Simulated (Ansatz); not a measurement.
The first iterations of a band of a periodic cell of 17 atoms, Si (host Si, host structure diamond, interstitial Si).

Level of theory: DFT PBE-D3(BJ), scalar-relativistic, plane waves, PAW in Ansatz. Settings: PAW set soft_1, cutoff 420 eV, k mesh 2x2x2, gaussian smearing 0.05 eV, no spin polarisation.

```
movable images  : 4
climbing image  : no
spring          : 5.0 eV/Å²
optimiser       : quadratic models (default)
start path      : default
force threshold : 0.05 eV/Å
iteration limit : 50
end points      : relaxed
```

First end point:

```xyz
17
Lattice="0.0000 5.4300 5.4300 5.4300 0.0000 5.4300 5.4300 5.4300 0.0000" Properties=species:S:1:pos:R:3
Si -0.023 -0.030 0.024
Si 1.357 1.353 1.389
Si 2.738 2.732 0.020
Si 4.076 4.060 1.357
Si 2.719 -0.006 2.712
Si 4.041 1.353 4.074
Si 5.412 2.731 2.694
Si 6.789 4.103 4.072
Si -0.004 2.716 2.708
Si 1.359 4.033 4.071
Si 2.743 5.399 2.688
Si 4.107 6.783 4.069
Si 2.722 2.716 5.434
Si 4.073 4.072 6.787
Si 5.428 5.423 5.432
Si 6.792 6.782 6.753
Si 6.791 6.775 9.502
```

Last end point:

Only the atoms that move by more than 0.05 Å are listed.
```
Si17 8.143 8.147 8.141
```

| iteration | highest image above the first end (eV) | largest band force component (eV/Å) |
| --- | --- | --- |
| 1 | 0.930 | 1.582 |
| 2 | 0.498 | 0.768 |

Task: Does the band converge within its limit, and where does its top end?

Result: It converged. It ended after 5 iterations with the highest image 0.294 eV above the first end. No image climbed, so the highest image needn't sit at the top of the path. Limits of this set-up: coarse k mesh.

Run time: 55 s on 1 thread of AMD EPYC 9R45 96-Core Processor (Zen 5), with other jobs on the host, peak memory 0.79 GiB.
